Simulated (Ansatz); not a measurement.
Question: Name a neutral molecule of B, C, Sn and H with size of the dipole moment (B3LYP/def2-TZVPP) between 1.15 and 1.45 D and zero-point energy (PBE0-D4/def2-TZVP) between 168 and 184 kJ/mol (Ansatz, PBE0-D4/def2-TZVP geometry).

Answer: `B[CH2][SnH3]` (1.31 D, 177.9 kJ/mol). Other molecules can fit too; these were computed, each in one conformer that needn't be the lowest.

B3LYP here is the variant with VWN-RPA as its local correlation; programs differ in this.
